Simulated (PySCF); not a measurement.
C$_{4}$H$_{5}$ (SMILES [C-]1=CCC1), charge -1, singlet, at a GFN2-xTB geometry; MP2/3-21G (PySCF).

Input for PySCF:
```python
from pyscf import gto, scf, mp

mol = gto.M(
    atom='''
C    -0.02533349   -0.75783853    0.94342053
C    -0.00802865    0.60486190    0.84022569
C     0.00230685   -0.80474510   -0.64553953
C     0.01991368    0.73726238   -0.65092230
H    -0.01158461    1.42895093    1.56860418
H    -0.88380700   -1.24413323   -1.13304446
H     0.89493994   -1.26433309   -1.10150643
H     0.92355016    1.19102984   -1.11280146
H    -0.85624889    1.21124164   -1.14435815
''',
    basis='3-21g',
    charge=-1,
    verbose=4,
)

mf = scf.RHF(mol)
mf.kernel()

pt = mp.MP2(mf)
pt.kernel()
print('E(MP2) = %.10f' % pt.e_tot)
```

It wrote (shortened):

```
PySCF version 2.14.0

[INPUT] verbose = 4
[INPUT] num. atoms = 9
[INPUT] num. electrons = 30
[INPUT] charge = -1
[INPUT] spin (= nelec alpha-beta = 2S) = 0
[INPUT] symmetry False subgroup None
[INPUT] Mole.unit = angstrom
[INPUT] Symbol           X                Y                Z      unit          X                Y                Z       unit  Magmom
[INPUT]  1 C     -0.025333490000  -0.757838530000   0.943420530000 AA   -0.047873357879  -1.432107268343   1.782806421992 Bohr   0.0
[INPUT]  2 C     -0.008028650000   0.604861900000   0.840225690000 AA   -0.015171949650   1.143023334184   1.587796436924 Bohr   0.0
[INPUT]  3 C      0.002306850000  -0.804745100000  -0.645539530000 AA    0.004359314710  -1.520747839086  -1.219892914280 Bohr   0.0
[INPUT]  4 C      0.019913680000   0.737262380000  -0.650922300000 AA    0.037631401332   1.393223980145  -1.230064875372 Bohr   0.0
[INPUT]  5 H     -0.011584610000   1.428950930000   1.568604180000 AA   -0.021891740160   2.700325903143   2.964232298048 Bohr   0.0
[INPUT]  6 H     -0.883807000000  -1.244133230000  -1.133044460000 AA   -1.670153176973  -2.351071067171  -2.141143716356 Bohr   0.0
[INPUT]  7 H      0.894939940000  -1.264333090000  -1.101506430000 AA    1.691191384535  -2.389243270325  -2.081545477147 Bohr   0.0
[INPUT]  8 H      0.923550160000   1.191029840000  -1.112801460000 AA    1.745256864698   2.250720203785  -2.102889990416 Bohr   0.0
[INPUT]  9 H     -0.856248890000   1.211241640000  -1.144358150000 AA   -1.618075896563   2.288914970269  -2.162523491914 Bohr   0.0

nuclear repulsion = 104.786797897457
number of shells = 30
number of NR pGTOs = 75
number of NR cGTOs = 46
basis = 3-21g
ecp = {}

******** <class 'pyscf.scf.hf.RHF'> ********
method = RHF
initial guess = minao
damping factor = 0
level_shift factor = 0
DIIS = <class 'pyscf.scf.diis.CDIIS'>
diis_start_cycle = 1
diis_space = 8
diis_damp = 0
SCF conv_tol = 1e-09
SCF conv_tol_grad = None
SCF max_cycles = 50
direct_scf = True
direct_scf_tol = 1e-13
Set gradient conv threshold to 3.16228e-05
Initial guess from minao.
init E= -154.061265595679
  HOMO = -0.159501744351048  LUMO = 0.0871073635415187  gap/eV = 6.71058
cycle= 1 E= -153.278737903864  delta_E= 0.783  |g|= 0.386  |ddm|= 3.08
  HOMO = 0.0347168503273751  LUMO = 0.455657386660798  gap/eV = 11.45438
cycle= 2 E= -153.327610179351  delta_E= -0.0489  |g|= 0.171  |ddm|= 0.895
  HOMO = -0.0492740725088763  LUMO = 0.448987699340331  gap/eV = 13.55839
cycle= 3 E= -153.335665586386  delta_E= -0.00806  |g|= 0.0423  |ddm|= 0.399
  HOMO = -0.0507878910390676  LUMO = 0.450420971398432  gap/eV = 13.63859
cycle= 4 E= -153.336737257215  delta_E= -0.00107  |g|= 0.0171  |ddm|= 0.137
  HOMO = -0.0505080969040401  LUMO = 0.453052162599427  gap/eV = 13.70257
cycle= 5 E= -153.336856033834  delta_E= -0.000119  |g|= 0.0056  |ddm|= 0.0477
  HOMO = -0.0515228351995267  LUMO = 0.452740320777298  gap/eV = 13.72170
cycle= 6 E= -153.336889694928  delta_E= -3.37e-05  |g|= 0.00198  |ddm|= 0.031
  HOMO = -0.0520134143068671  LUMO = 0.452700201901153  gap/eV = 13.73396
cycle= 7 E= -153.336892802955  delta_E= -3.11e-06  |g|= 0.000453  |ddm|= 0.00811
  HOMO = -0.0519890826395919  LUMO = 0.452729347601752  gap/eV = 13.73409
cycle= 8 E= -153.336892947457  delta_E= -1.45e-07  |g|= 0.000149  |ddm|= 0.00133
  HOMO = -0.0519912056542466  LUMO = 0.452719159562239  gap/eV = 13.73387
cycle= 9 E= -153.336892965125  delta_E= -1.77e-08  |g|= 3.34e-05  |ddm|= 0.000614
  HOMO = -0.0519911385542686  LUMO = 0.452720755844312  gap/eV = 13.73391
cycle= 10 E= -153.336892966142  delta_E= -1.02e-09  |g|= 7.11e-06  |ddm|= 0.000174
  HOMO = -0.051991232319621  LUMO = 0.452720965461038  gap/eV = 13.73392
cycle= 11 E= -153.336892966175  delta_E= -3.37e-11  |g|= 2.59e-06  |ddm|= 2.9e-05
  HOMO = -0.0519912348467546  LUMO = 0.452721127519867  gap/eV = 13.73392
Extra cycle  E= -153.336892966179  delta_E= -3.98e-12  |g|= 1.23e-06  |ddm|= 7.02e-06
converged SCF energy = -153.336892966179

******** <class 'pyscf.mp.mp2.RMP2'> ********
nocc = 15, nmo = 46
E(RMP2) = -153.692586480994  E_corr = -0.355693514814082
E(SCS-RMP2) = -153.69400822952  E_corr = -0.357115263340545
E_corr(same-spin) = -0.0804426397342528
E_corr(oppo-spin) = -0.275250875079829
E(MP2) = -153.6925864810
```
